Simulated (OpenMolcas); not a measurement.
Ni3+ (d7) in a complex was computed by CASSCF with the d shell active (OpenMolcas, ANO-RCC-VTZP on the metal). Its lowest spin-free states, and all those of the highest spin:

| 2S+1 | Degeneracy | E (cm-1) |
| --- | --- | --- |
| 4 | 1 | 0.0 |
| 4 | 3 | 3119 |
| 4 | 3 | 5787 |
| 2 | 2 | 18666 |
| 2 | 3 | 18844 |
| 2 | 1 | 19724 |
| 4 | 3 | 20829 |
| 2 | 3 | 21649 |
| 2 | 3 | 23700 |
| 2 | 3 | 23913 |
| 2 | 2 | 25056 |
| 2 | 3 | 27105 |

Task: Is the site octahedral, tetrahedral or cube-like, axial, or of lower symmetry?

Result: The states with 2S+1 = 4 have orbital degeneracies 1, 3, 3, 3. Threefold states need a cubic site. For d7 at this spin an octahedron puts the threefold T1 below the threefold T2 and a tetrahedron or cube puts the single A2 below the threefold T2, so the site is a tetrahedron or a cube, which this pattern cannot tell apart. The first gap at this spin, 3120 cm-1, is |10Dq| in ligand-field theory. The run had Ni3+ with 4 ligands (sulfide) in tetrahedral coordination (Td) at 2.18 Å. A charge of +1.25 e stands 2.6 Å behind each ligand. Ligand basis ANO-RCC-VDZP.

Without dynamic correlation the repulsion within the d shell is too large (B by tens of per cent), so at a given field states of lower spin stand too high. The sulfide ions are held by bare point charges, a crude embedding. Ligand-to-metal charge-transfer states are missing. This ion would oxidise such ligands; the complex is a model and need not exist. With no ligand orbital active B as a rule stays too high, so bands that hang on it stand too high and its fall with covalency is understated. With metal d orbitals alone and no dynamic correlation the field as a rule comes out too small, by tens of per cent, by up to half for chloride and softer ligands, and the orbital part of g and χT, which goes as 1/10Dq, too large. The distance lies 3 % under the 2.25 Å that this model takes as the normal distance (a Shannon-type radius plus a fixed donor radius); by an R⁻⁵ law this alone changes a d-shell field by about +17 %. No measured value stands beside these numbers; the geometry was imposed, not optimised, and the real ion may take another.
